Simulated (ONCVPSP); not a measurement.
**boron (B), ONCV: configuration errors across variants**

ONCVPSP 4.0.1 input, shortened (lines: element, Z, core and valence counts, functional; n l f; lmax; l rc ep ncon nbas qcut; lloc lpopt rc5 dvloc0; l nproj debl; icmod fcfact rcfact), PBE, scalar-relativistic:

```
  B 5.00    1    2        4      upf
    1    0    2.00
    2    0    2.00
    2    1    1.00
    1
    0    1.35    0.00    4    9    5.70
    1    2.90    0.00    4    7    4.90
    4    5    1.15    6.00
    0    3    1.60
    1    3    2.50
    3    4.75    1.40
```

All-electron excitation energies from the reference (eV): (1) 2s2 2p0 8.219; (2) 2s1 2p0 33.642; (3) 2s2 2p0.5 2.887; (4) 2s1 2p1 14.360.

1 further variants failed, have other tests or too few solved ones, and are left out.

A true bound ghost makes a file unfit for plane-wave use even where its test errors are small: the radial tests pick states by their node count and pass the ghost by.

Errors AE − PS in meV (a dash: test not solved or not reliable):

```tsv
change	(1)	(2)	(3)	(4)	bound ghosts	GHOST(+) flags above zero
base	+70	+253	+10	-28	s	s
s: rc 1.1; local potential polynomial inside 1.10 bohr (lpopt 5, dvloc0 6 Ha)	+70	+253	+10	-28	s	s
s: rc 1.24	+70	+254	+10	-27	s	s
s: rc 1.4	+70	+253	+10	-28	none	s
s: rc 1.52	+71	+252	+10	-29	none	none
s: rc 1.66	+72	+250	+10	-31	none	none
s: rc 1.84	+73	+246	+11	-34	none	none
```

(1) Give the same row for: s: rc 1.92.

Results:

(1) +74, +244, +11, -35; bound ghosts: none; GHOST(+) flags above zero: none.
